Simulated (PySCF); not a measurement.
# How methods differ on the ionisation energy of Sn

Sn [Kr] 4d10 5s2 5p2 (3P) → Sn⁺ [Kr] 4d10 5s2 5p1 (2P), as a difference of total energies. Computed with PySCF 2.14 in aug-cc-pwCVDZ-PP with ECP28MDF (6s5p4d1f, 48 functions), with scalar relativity through the core potential. Correlated levels: valence and next inner shell: nothing frozen outside the core potential. The calculations carry no spin-orbit coupling.

| method | ionisation energy (eV) | error (eV) |
| --- | --- | --- |
| UHF | 6.856 | -0.533 |
| MP2 (valence and next inner shell) | 7.163 | -0.226 |
| SCS-MP2 (valence and next inner shell) | 7.065 | -0.324 |
| CCSD (valence and next inner shell) | 7.140 | -0.249 |
| CCSD(T) (valence and next inner shell) | 7.150 | -0.239 |

Reference: 7.389 eV (measured; NIST levels, between the centres of gravity of the two terms).

Errors of the correlated levels include the incompleteness of this basis.
